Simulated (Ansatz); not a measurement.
Spectroscopic constants of TeO, multiplicity 3 (the spin of the measured ground state). No spin–orbit coupling.

D_e counts from the fitted minimum to each atom's lowest state at the same level, without counterpoise.

The values were computed with Ansatz (a first-principles code) with Gaussian orbitals. Each number belongs to the level named beside it. In def2 rows elements past Kr take small-core potentials, without spin–orbit coupling.

One of these levels gives 4.319 eV for the bond energy D_e. Which?
(A) CAM-B3LYP/def2-TZVPP
(B) B97M-V/def2-TZVPP
(C) BHLYP/def2-TZVPP
(D) SVWN5/def2-TZVPP

B, B97M-V/def2-TZVPP. The others give 5.789 (SVWN5/def2-TZVPP), 3.221 (BHLYP/def2-TZVPP), 3.998 (CAM-B3LYP/def2-TZVPP)
